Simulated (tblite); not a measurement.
A tight-binding relaxation on `C[C@@H]1OC=[C](F)[GeH2][CH2][C@@H]1F`.

Computed with GFN2-xTB geometry optimisation, gas phase (tblite 0.8.0). Start geometry: from a force field or distance geometry. A driver script takes a list of jobs; this job's settings line and coordinates (Å) are shown.

Command:
```bash
OMP_NUM_THREADS=1 python probes_run.py task.json out
```

Input:
```
{"job": {"kind": "relax", "xc": "GFN2-xTB", "basis": "xTB"}, "charge": 0, "multiplicity": 1}
C     -2.614500     0.062200     0.051400
C     -1.132100     0.070300     0.286000
O     -0.700100     1.396100     0.237500
C      0.495800     1.913200    -0.234800
C      1.719000     1.407600    -0.228600
F      2.696200     2.182200    -0.777400
Ge     2.223300    -0.320600     0.449200
C      0.722300    -1.520300     0.210000
C     -0.385600    -0.870000    -0.616700
F      0.208700    -0.226200    -1.675100
H     -3.109200     0.130700     1.058900
H     -2.888000     0.968600    -0.521900
H     -2.978900    -0.847800    -0.434900
H     -0.993200    -0.313500     1.337400
H      0.440400     2.913100    -0.666700
H      2.474400    -0.179400     1.987500
H      3.472600    -0.796900    -0.320700
H      1.072800    -2.430700    -0.352600
H      0.309200    -1.838800     1.187600
H     -1.038600    -1.689100    -0.979200
```

Output:
```
step      E/eV     max force
  0    -907.31149    2.008
  1    -907.52255    0.703
  2    -907.59743    0.612
  3    -907.64714    0.651
  4    -907.69388    0.535
  5    -907.72290    0.386
  6    -907.75158    0.557
  7    -907.77800    0.496
  8    -907.79795    0.273
  9    -907.81189    0.245
... (75 lines left out)
 85    -908.20806    0.036
 86    -908.20820    0.032
 87    -908.20832    0.034
 88    -908.20842    0.023
 89    -908.20848    0.022
 90    -908.20853    0.015
 91    -908.20857    0.017
 92    -908.20860    0.013
 93    -908.20863    0.011
 94    -908.20865    0.009
```

«max force» is the largest atomic force in eV/Å.

**Question.** From which step on does the largest force stay under 0.1 eV/Å, and how much energy is left to gain from there?

**Answer.** From step 77 (0.074 eV/Å), 4.0 meV above the end.

Main results: energy lowered by 20.7 kcal/mol over 94 steps; largest atomic force 0.009 eV/Å at the end.

**Question.** Where do the atoms end?

**Answer.** 0.515 Å rms from the input after alignment:
```
atom  x, y, z in Å
C1    -2.5437    0.0364    0.2082
C2    -1.0323    0.2108    0.1113
O3    -0.8016    1.4823   -0.4519
C4     0.4258    2.0203   -0.3248
C5     1.5503    1.4377    0.0835
F6     2.6391    2.2717    0.1816
Ge7    2.1333   -0.3886    0.4429
C8     0.6503   -1.6797    0.1262
C9    -0.3826   -0.9409   -0.6986
F10    0.2767   -0.4161   -1.7982
H11   -2.9679    0.8335    0.8123
H12   -2.9808    0.0862   -0.7858
H13   -2.7830   -0.9208    0.6633
H14   -0.5887    0.2006    1.1241
H15    0.4144    3.0714   -0.5880
H16    2.6427   -0.4633    1.8581
H17    3.2905   -0.6425   -0.4739
H18    1.0119   -2.5445   -0.4277
H19    0.1942   -2.0396    1.0459
H20   -1.1537   -1.6040   -1.1114
```

Time: 0.92 s of wall time. Hardware: Arm Neoverse V1, one thread, on a shared host.
Labels such as C1 count atoms from 1, the log's own numbers from 0.
